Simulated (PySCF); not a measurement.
Computed IR spectrum (relative IR intensity) of a molecule C2H7BO3. The structure is a stationary point at PBE-D3(BJ)/def2-SVP. The values are those of a single conformer. Calculation: PBE-D3(BJ)/def2-SVP in PySCF 2.14.0. Frequencies are harmonic and unscaled.

ν (cm⁻¹): 71 (vw), 76 (w), 141 (vw), 181 (m), 235 (vw), 290 (s), 341 (m), 415 (w), 509 (w), 532 (m), 686 (m), 715 (vw), 884 (w), 926 (m), 1053 (vs), 1076 (s), 1131 (w), 1144 (w), 1195 (vw), 1232 (m), 1287 (s), 1330 (m), 1352 (m), 1371 (m), 1391 (vw), 1411 (m), 2833 (m), 2837 (m), 2907 (w), 2957 (w), 3680 (m), 3708 (w), 3718 (m) (against the strongest line: vs over 80 %, s over 45 %, m over 15 %, w over 4 %, vw less)

Which molecule gave these data?
(A) OCB(O)CO
(B) CCOB(O)O
(C) COB(O)CO
(D) COCB(O)O

A, OCB(O)CO
